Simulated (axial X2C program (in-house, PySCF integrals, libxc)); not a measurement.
## FYF: the levels of the configuration d0 s1 p(π)0

Calculated with an in-house all-electron X2C program for linear molecules (integrals from PySCF): two-component X2C with atomic mean-field Coulomb and Gaunt terms, basis F dyall-av3z, Y dyall-v3z (cores contracted in-house). Orbitals come from Hartree–Fock averaged over the configuration Y d0 s1 p(π)0; CI then distributes these electrons over the d, s, p(π) shells of Y.

F–Y–F held linear, both bonds 2.022 Å (near the minimum of the configuration average).

Lowest levels of this model:

| Ω | energy (cm⁻¹) | g∥ | configuration |
| --- | --- | --- | --- |
| 1/2 | 0 | 2.00 | 100% s1 |
| 3/2 | 8321 | 2.00 | 100% d1 |
| 5/2 | 8585 | 6.00 | 100% d1 |

g∥ is the magnitude of 2⟨Lz + ge Sz⟩ for the +Ω component.

(1) From Ω and g∥ of the lowest level, whose 2⟨Lz + ge Sz⟩ is positive, find ⟨Sz⟩ and ⟨Lz⟩ (ge = 2.0023).

Occupations of the active spinors in the lowest level by ω, shell by shell in order of energy: -5/2: 0.00; -3/2: 0.00 0.00 0.00; -1/2: 0.00 0.00 0.00 0.00; 1/2: 0.00 0.00 1.00 0.00; 3/2: 0.00 0.00 0.00; 5/2: 0.00. The leading determinant has weight 1.00 among 4.

This point took 2 s on 1 thread of Intel(R) Xeon(R) 6975P-C (Granite Rapids), with other jobs on the host.

Dynamic correlation is missing, so gaps between terms are too wide and other configurations may lie lower; the lowest level listed is that of this model, not necessarily the ground state. For d shells the ligand-field splittings (σ, π, δ) and their order can be off by a thousand cm⁻¹ or more. At most 6 roots were kept for each Ω > 0 (twice that for Ω = 0) within 3.2 eV of the lowest, so higher up levels can be missing between those listed; levels with Ω > 0 are doubly degenerate and listed once, Ω = 0 levels singly. Some active spinors are only partly of the character that their shell is named for, so the shell names and counts are nominal. States that fill the shells left empty in the average are placed too high. The molecule was held linear; bending was not examined.

## Answers

(1) Ω = ⟨Lz⟩ + ⟨Sz⟩ = 1/2 and ⟨Lz⟩ + ge⟨Sz⟩ = 1.000, so ⟨Sz⟩ = 0.50 and ⟨Lz⟩ = 0.00.
